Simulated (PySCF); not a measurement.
Constitutional and geometric isomers with formula CH6OSi. All species are isolated molecules in the gas phase. One relaxed conformer stands for each flexible species; it need not be the lowest. Strings in code marks are SMILES.

The S1–T1 gap (TDA) from two functionals at the same geometries (PBE0-D3(BJ)/def2-TZVP), both in PySCF: PBE-D3(BJ)/def2-TZVP and PBE0-D3(BJ)/def2-TZVP. Excitations are Tamm–Dancoff values on a coarser integration grid. The basis has no diffuse functions, so Rydberg states are missing or too high.

| species | PBE-D3(BJ)/def2-TZVP (eV) | PBE0-D3(BJ)/def2-TZVP (eV) |
|---|---|---|
| `O([SiH3])C` | 0.27 | 0.35 |
| `C[SiH2]O` (C–Si–O–H torsion 69°) | 0.31 | 0.38 |
| `OC[SiH3]` (H–O–C–Si torsion 59°) | 0.32 | 0.44 |

Over these rows, drawn at random from the members with no instability flagged (it was tested for open shells, ions and some series alone), PBE minus PBE0-D3(BJ): mean -0.09 eV, from -0.12 eV to -0.07 eV.
